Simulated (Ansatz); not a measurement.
CH6O2Si2 can be A, `O=CO[SiH2][SiH3]`, or B, `O[SiH]1C[SiH2]O1`.

Computed with Ansatz on PBE0-D4/def2-TZVP structures; ΔE is electronic, products minus reactants. CCSD(T)/CBS adds triple-zeta CCSD(T) − MP2 to the extrapolated MP2 energy (def2 sets, frozen cores). Functionals use def2-TZVPP. B3LYP here is the variant with VWN-RPA as its local correlation; programs differ in this. Each species was taken in one conformer, which may not be the lowest.

(1) Which is lower in electronic energy at CCSD(T)/CBS, and by how much? (An estimate is asked.)

(2) Give E(B) − E(A) in kcal/mol with CCSD/def2-TZVPP, B3LYP, B2PLYP, MP2/def2-TZVPP, CCSD(T)/def2-TZVPP, B3LYP-D4, HF/def2-TZVPP. (An estimate is asked.)

Largest T1 diagnostic: 0.016.

## Answers

(1) The calculation gave: B, by 74.1 kcal/mol.

(2) The calculation gave: CCSD/def2-TZVPP -71.9, B3LYP -65.7, B2PLYP -69.7, MP2/def2-TZVPP -77.0, CCSD(T)/def2-TZVPP -70.9, B3LYP-D4 -66.2, HF/def2-TZVPP -67.5. None reverses the order clearly.

From PBE to PBE0 (25 % exact exchange), in def2-TZVPP and without D4, E(B) − E(A) moves by −5.8 kcal/mol. In def2-TZVPP, CCSD(T) changes the Hartree–Fock value by −3.4 kcal/mol (the triples alone add +1.0 kcal/mol) and MP2 by −9.6 kcal/mol.
